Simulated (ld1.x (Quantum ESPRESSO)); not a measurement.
**Building the PAW potential for O (PBE, scalar-relativistic).**

ld1.x (Quantum ESPRESSO) 7.5 input, shortened:

```
&input
   title='O', zed=8., rel=1, dft='PBE', iswitch=3,
   config='[He] 2s1.75 2p4.25'
 /
 &inputp
   pseudotype=3, lpaw=.true., tm=.true., lloc=-1, rcloc=0.85,
   nlcc=.true.,
   which_augfun='BESSEL', rmatch_augfun=0.60
 /
4
2S  1  0   1.75   0.00  0.65  0.70  0.0
2S  1  0   0.00  -0.95  0.65  0.70  0.0
2P  2  1   4.25   0.00  0.85  1.15  0.0
2P  2  1   0.00  -0.20  0.85  1.15  0.0
 &test
   configts(1)='2s1.75 2p4.25'
 /
```

Calculated quality:

| Property | Result |
| --- | --- |
| Cutoffs needed | 70 Ry and 100 Ry (the cutoffs (Ry, on a coarse ladder) from which the occupation-weighted sum of valence levels, in a spherical-Bessel basis at the reference potential, stays within 10 and 1 mRy of its value at 400 Ry) |
| Ghost test | no extra level below or beside the all-electron valence levels (s, p, d, f tested) (spherical-Bessel basis up to 400 Ry, 20 bohr box) |
| Largest excitation error | -21 meV (all-electron minus pseudo) for 2s2 2p1, out of 7 test configurations |
| Lowest eigenvalue of the overlap operator | 0.59 (s channel) |

Generation and tests took about 6.7 s on one core of a shared server CPU.
